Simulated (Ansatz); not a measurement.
`[OH][Ga]([OH])[Cl]` + HCl → `[OH][Ga]([Cl])[Cl]` + H₂O at 600 K and 1 bar (ligand exchange at a Ga–O bond).

Calculated with Ansatz (gas phase, PBE0-D4/def2-TZVP geometries, no zero-point term in ΔE). CCSD(T)/CBS adds triple-zeta CCSD(T) − MP2 to the extrapolated MP2 energy (def2 sets, frozen cores). This one scheme is used for every species. For Ga outer-core shells are correlated without core-valence functions, which leaves a few kJ/mol of doubt a bond. Scalar relativity is left out up to krypton. Each species was taken in one conformer, which may not be the lowest.

```
             species  CCSD(T)/CBS energy (Eh)  H − E (kJ/mol)  S (J/(mol·K))
`[OH][Ga]([OH])[Cl]`              -2535.39139           123.3          398.4
                 HCl               -460.38127            35.4          207.2
`[OH][Ga]([Cl])[Cl]`              -2919.41483            87.4          396.5
                 H₂O                -76.37941            76.8          212.8
```

H − E and S are ideal-gas, rigid-rotor, harmonic terms from PBE0-D4/def2-TZVP, for one conformer and one mirror image of each species. 1 Eh = 2625.50 kJ/mol, R = 8.31446 J/(mol·K).

By hand: ΔE, ΔH, ΔS and ΔG.

ΔE = (-2919.41483) + (-76.37941) − (-2535.39139) − (-460.38127) = -0.02158 Eh = -56.7 kJ/mol. Δ(H − E) = 87.4 + 76.8 − 123.3 − 35.4 = 5.5, so ΔH = -51.2 kJ/mol. ΔS = 396.5 + 212.8 − 398.4 − 207.2 = 3.7 J/(mol·K). ΔG = -51.2 − 600 × (3.7)/1000 = -53.4 kJ/mol.

By hand: the equilibrium constant, and the temperature at which ΔG would vanish if ΔH and ΔS stayed fixed.

log₁₀ K = −ΔG/(RT ln 10) = 4.6. ΔH and −TΔS have one sign here, so there is no such temperature.

The number of gas molecules stays the same, so ΔS is small and ΔH decides. A doubt of 5 kJ/mol in ΔE shifts log₁₀ K by 0.4 here. Other conformers and mirror images would add mixing entropy, several J/(mol·K) or more a flexible species. These are equilibria of isolated gas molecules and say nothing of rates. Largest T1 diagnostic: 0.013 (customary marks: 0.02 for closed shells, 0.045 for open ones).

ΔS is within the doubt of such terms, so its sign, and with it that verdict, could turn.
